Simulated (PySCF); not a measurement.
Species: C11H9N.
SMILES with atom numbers: `[CH2:1]=[CH:2][c:3]1[cH:4][cH:5][c:6]2[cH:7][cH:8][n:9][cH:10][c:11]2[cH:12]1` (hydrogens: H13, H14 on C1; H15 on C2; H16 on C4; H17 on C5; H18 on C7; H19 on C8; H20 on C10; H21 on C12)

The calculation used PBE0-D3(BJ)/def2-SVP geometry optimisation, gas phase in PySCF.

(1) Give the optimised bond lengths and angles.

## Answers

(1) 
```json
{"bond": "C1=C2", "length (bohr)": "2.530"}
{"bond": "C2–C3", "length (bohr)": "2.770"}
{"bond": "C3–C4", "length (bohr)": "2.696"}
{"bond": "C4–C5", "length (bohr)": "2.590"}
{"bond": "C5–C6", "length (bohr)": "2.684"}
{"bond": "C6–C7", "length (bohr)": "2.672"}
{"bond": "C7–C8", "length (bohr)": "2.602"}
{"bond": "C8–N9", "length (bohr)": "2.554"}
{"bond": "N9–C10", "length (bohr)": "2.475"}
{"bond": "C10–C11", "length (bohr)": "2.686"}
{"bond": "C11–C12", "length (bohr)": "2.672"}
{"bond": "C3–C12", "length (bohr)": "2.615"}
{"bond": "C6–C11", "length (bohr)": "2.690"}
{"bond": "C1–H13", "length (bohr)": "2.066"}
{"bond": "C1–H14", "length (bohr)": "2.064"}
{"bond": "C2–H15", "length (bohr)": "2.071"}
{"bond": "C4–H16", "length (bohr)": "2.063"}
{"bond": "C5–H17", "length (bohr)": "2.065"}
{"bond": "C7–H18", "length (bohr)": "2.065"}
{"bond": "C8–H19", "length (bohr)": "2.069"}
{"bond": "C10–H20", "length (bohr)": "2.076"}
{"bond": "C12–H21", "length (bohr)": "2.067"}
```

A selection of angles:
```json
{"angle": "C1–C2–C3", "degrees": "127.2"}
{"angle": "C2–C3–C4", "degrees": "122.3"}
{"angle": "C2–C3–C12", "degrees": "119.5"}
{"angle": "C4–C3–C12", "degrees": "118.2"}
{"angle": "C3–C4–C5", "degrees": "121.6"}
{"angle": "C4–C5–C6", "degrees": "120.6"}
{"angle": "C5–C6–C7", "degrees": "124.2"}
{"angle": "C5–C6–C11", "degrees": "118.4"}
{"angle": "C7–C6–C11", "degrees": "117.4"}
{"angle": "C6–C7–C8", "degrees": "119.2"}
{"angle": "C7–C8–N9", "degrees": "123.7"}
{"angle": "C8–N9–C10", "degrees": "118.0"}
{"angle": "N9–C10–C11", "degrees": "124.1"}
{"angle": "C10–C11–C12", "degrees": "122.8"}
{"angle": "C6–C11–C10", "degrees": "117.5"}
{"angle": "C6–C11–C12", "degrees": "119.7"}
{"angle": "C3–C12–C11", "degrees": "121.5"}
```

Torsions: C1–C2–C3–C4 -1° (synperiplanar).

Of the pairs four or more bonds apart, H13···H16 is among the closest relative to their van der Waals radii: 2.14 Å, 89 % of the sum of Bondi's values. The 6-membered ring C6–C7–C8–N9–C10–C11 has internal angles of 117.4° to 124.1°; it is planar, 0.00 Å rms from its mean plane, widest ring torsion 0°. The C–C distances run from 1.339 Å (C1=C2, drawn double) to 1.466 Å (C2–C3, drawn single), a spread of 0.127 Å. N9 (pyridine-type nitrogen) is bent (angle 118.0°). The 6-membered ring C3–C4–C5–C6–C11–C12 has internal angles of 118.2° to 121.6° (sum 720°, against 720° for a flat polygon); it is planar, 0.00 Å rms from its mean plane, widest ring torsion 0°. The 2 C–N bonds span 1.309 Å (N9–C10, aromatic) to 1.352 Å (C8–N9, aromatic), a spread of 0.043 Å. The 12 heavy atoms lie in one plane (0.005 Å rms).

No frequency check. One conformer, not necessarily the lowest.
